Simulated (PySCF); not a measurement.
**Frontier levels across methods**

C5H11NO.
Cartesian coordinates in Å at the PBE0-D3(BJ)/def2-SVP level; atoms count from 1:
```
atom  x, y, z in Å
C1    -1.8870    0.8886   -0.7221
C2    -1.7894   -0.3360    0.1727
C3    -0.5753   -1.2093   -0.1262
N4     0.6824   -0.5288    0.0631
C5     1.5016   -0.1923   -0.9752
C6     2.7469    0.5671   -0.5694
O7     1.2549   -0.4797   -2.1295
H8    -2.7667    1.5008   -0.4734
H9    -0.9958    1.5265   -0.6173
H10   -1.9577    0.6024   -1.7826
H11   -2.6921   -0.9609    0.0653
H12   -1.7657   -0.0265    1.2334
H13   -0.6038   -2.1229    0.4922
H14   -0.5844   -1.5251   -1.1800
H15    0.9314   -0.2238    0.9948
H16    3.3502    0.7532   -1.4649
H17    2.4837    1.5299   -0.1045
H18    3.3407   -0.0076    0.1578
```

Basis pcSseg-1 throughout (PySCF), one geometry. Geometry: PBE0-D3(BJ)/def2-SVP, one conformer, isolated molecule.

Task: How do the orbital energies, the gap and the dipole change with the method?

Result: 
| method | kind | HOMO (eV) | LUMO (eV) | gap (eV) | μ (D) | SCF cycles |
| --- | --- | --- | --- | --- | --- | --- |
| OPBE | GGA | -5.49 | -0.11 | 5.38 | 3.54 | 16 |
| PBE | GGA | -5.55 | -0.23 | 5.32 | 3.57 | 15 |
| LDA | LDA | -5.73 | -0.45 | 5.28 | 3.67 | 15 |
| KT2 | GGA | -5.76 | -0.21 | 5.55 | 3.52 | 16 |
| PBE0 | global hybrid | -7.21 | 0.82 | 8.02 | 3.70 | 14 |
| BHandHLYP | global hybrid | -8.51 | 1.66 | 10.16 | 3.81 | 13 |
| CAM-B3LYP | range-separated hybrid | -8.61 | 1.80 | 10.41 | 3.72 | 13 |
| wB97X-D | range-separated hybrid | -9.12 | 2.65 | 11.77 | 3.75 | 14 |
| HF | Hartree–Fock | -10.52 | 3.82 | 14.33 | 3.98 | 11 |

The HOMO spans 5.02 eV, from OPBE down to HF, and the gap runs from 5.28 eV (LDA) to 14.33 eV (HF). Over the methods OPBE (0 %), PBE (0 %), LDA (0 %), KT2 (0 %), PBE0 (25 %), BHandHLYP (50 %), HF (100 %), a straight line through the gap against the share of exact exchange rises by 0.90 eV for each 10 % (correlation coefficient 0.998). The dipole ranges from 3.52 D (KT2) to 3.98 D (HF). This basis has no diffuse functions.

The vertical ΔSCF ionisation energy at wB97X-D/def2-SVPD is 9.42 eV; −ε(HOMO) comes closest to it with wB97X-D (9.12 eV).
